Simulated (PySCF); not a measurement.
C3H7ClSi, SMILES C(=C)C[SiH2]Cl at its GFN2-xTB optimised geometry (Å):

```
12

C      1.9399    -1.3099    -1.0344
C      1.1899    -0.9770     0.0000
C     -0.2993    -0.9770     0.0000
Si    -0.9988     0.7990     0.0000
Cl    -3.0151     0.6845     0.0091
H      1.5054    -1.6293    -1.9677
H      3.0151    -1.2834    -0.9939
H      1.6526    -0.6579     0.9247
H     -0.6674    -1.5187    -0.8736
H     -0.6614    -1.5040     0.8861
H     -0.5821     1.5115    -1.2047
H     -0.5825     1.5187     1.2020
```

Level of theory: PySCF 2.14.0 with CAM-B3LYP/def2-TZVP. Cells within 0.4 Å of a nucleus heavier than hydrogen are left out (blank, or x).

Map of the Laplacian of the electron density (e/bohr⁵), clipped to [-1.50, 1.50] on the plane z = 0.0 Å:

```
|3333333333333333333333333|
|3333333333333333333333333|
|3333333333333333333333333|
|3333333333333333333333333|
|3333333333333333333333333|
|3333333333333333333333333|
|3333333333333333333333333|
|3333333333333333333333333|
|3333333333333333333333333|
|3333312336943333333333333|
|33331xx13xx93333333333333|
|33331xx139x93333333333333|
|3333312333323333333333333|
|3333333333302333433333333|
|33333333333xx0xx443333333|
|3333333333443323433333333|
|3333333333344333333333333|
|3333333333333333333333333|
|3333333333333333333333333|
|3333333333333333333333333|
|3333333333333333333333333|
|3333333333333333333333333|
|3333333333333333333333333|
|3333333333333333333333333|
|3333333333333333333333333|
```
Scale: ten equal steps from -0.745 (start of '0') to 1.50 (end of '9'), in the order '0123456789'; x runs from -5.50 to 5.50, y from -5.50 (bottom) to 5.50 (top).
